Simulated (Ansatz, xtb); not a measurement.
## CH9FSeSi3: which of two isomers lies lower

Structure a is `C[SiH2][SiH2][Se][SiH2]F`, a singlet and structure b is `F[SiH2]C[SiH2][Se][SiH3]`, a singlet. Both are isolated molecules in the gas phase, relaxed with PBE0-D3(BJ)/def2-SVP, each in the lowest conformer that the search found.

Problem. Which of the two would you expect CCSD(T)/def2-SVP + ΔMP2/def2-TZVPP electronic energies to favour?

Solution. Structure b; the calculation gives E(b) − E(a) = −0.127 eV.

Level by level:

```json
{"level": "GFN2-xTB", "geometry": "GFN2-xTB", "E(b) − E(a) (eV)": "−0.329", "departure from the last row (eV)": "−0.202", "job, with rough time for the two": "optimisation, 0.44 s"}
{"level": "HF/STO-3G", "geometry": "GFN2-xTB", "E(b) − E(a) (eV)": "+0.070", "departure from the last row (eV)": "+0.196", "job, with rough time for the two": "single point, 0.6 s"}
{"level": "r2SCAN-D4/def2-SVP", "geometry": "GFN2-xTB", "E(b) − E(a) (eV)": "−0.049", "departure from the last row (eV)": "+0.078", "job, with rough time for the two": "single point, 5.4 s"}
{"level": "PBE0-D3(BJ)/def2-SVP", "geometry": "PBE0-D3(BJ)/def2-SVP", "E(b) − E(a) (eV)": "+0.019", "departure from the last row (eV)": "+0.146", "job, with rough time for the two": "optimisation, 2.3 min"}
{"level": "HF/def2-SVP", "geometry": "PBE0-D3(BJ)/def2-SVP", "E(b) − E(a) (eV)": "−0.144", "departure from the last row (eV)": "−0.018", "job, with rough time for the two": "part of the CCSD(T) run"}
{"level": "MP2/def2-SVP", "geometry": "PBE0-D3(BJ)/def2-SVP", "E(b) − E(a) (eV)": "−0.128", "departure from the last row (eV)": "−0.001", "job, with rough time for the two": "part of the CCSD(T) run"}
{"level": "CCSD(T)/def2-SVP", "geometry": "PBE0-D3(BJ)/def2-SVP", "E(b) − E(a) (eV)": "−0.074", "departure from the last row (eV)": "+0.053", "job, with rough time for the two": "single point"}
{"level": "CCSD(T)/def2-SVP + ΔMP2/def2-TZVPP", "geometry": "PBE0-D3(BJ)/def2-SVP", "E(b) − E(a) (eV)": "−0.127", "departure from the last row (eV)": "", "job, with rough time for the two": "single point, 1.8 min"}
```

As drawn, b has 1 C–Si, 1 Si–H in place of 1 Si–Si, 1 C–H.

HF/STO-3G puts the two in the other order. PBE0-D3(BJ)/def2-SVP finds them nearly level. The largest departure from CCSD(T)/def2-SVP + ΔMP2/def2-TZVPP is that of GFN2-xTB, 0.202 eV. The last row adds to CCSD(T) the change of the MP2 difference between the two basis sets, here −0.053 eV.

With thermal terms from frequencies at re-optimised GFN2-xTB minima (ideal gas, soft modes damped towards free rotors, one conformer each, 298.15 K, 1 atm): the zero-point term adds −0.054 eV; ΔH is −0.194 and ΔG −0.166 eV.

The correlated steps freeze 26 core orbitals; the filled d shell of Se is correlated, in a basis made for valence electrons. Programs: Ansatz 0.2.0, xtb 6.7.1; the last row on 4 threads of Arm Neoverse V2 on a shared host.
